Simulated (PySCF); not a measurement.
How methods differ on the excitation energy of Ge²⁺

Ge²⁺ [Ar] 3d10 4s2 (1S) → Ge²⁺ [Ar] 3d10 4s1 4p1 (3P), as a difference of total energies. Computed with PySCF 2.14 in x2c-TZVPPall (6s5p4d1f, 48 functions), with the spin-free X2C one-electron Hamiltonian (Gaussian nucleus). Correlated levels: valence: [Ar] 3d10 frozen; valence and next inner shell: [Ne] frozen. The calculations carry no spin-orbit coupling.

```csv
method,excitation energy (cm⁻¹)
UHF,52319
LDA,68862
PBE,66690
PBE0,63706
r2SCAN,62160
TPSSh,63232
TPSS,64073
r2SCANh,61628
MP2 (valence),57908
MP2 (valence and next inner shell),59813
SCS-MP2 (valence and next inner shell),61131
```

**Question.** Estimate what SCS-MP2 (valence) gives.

**Answer.** 59485 cm⁻¹, closest to MP2 (valence and next inner shell) among the rows shown.

**Question.** Estimate what MN15 gives.

**Answer.** 63133 cm⁻¹, closest to TPSSh among the rows shown.

A first-order spin-orbit estimate (lowest level to lowest level, LS coupling) adds -0.174 eV.

The basis was made for the ground configuration and has no added diffuse functions, so the excitation energy can come out too high.
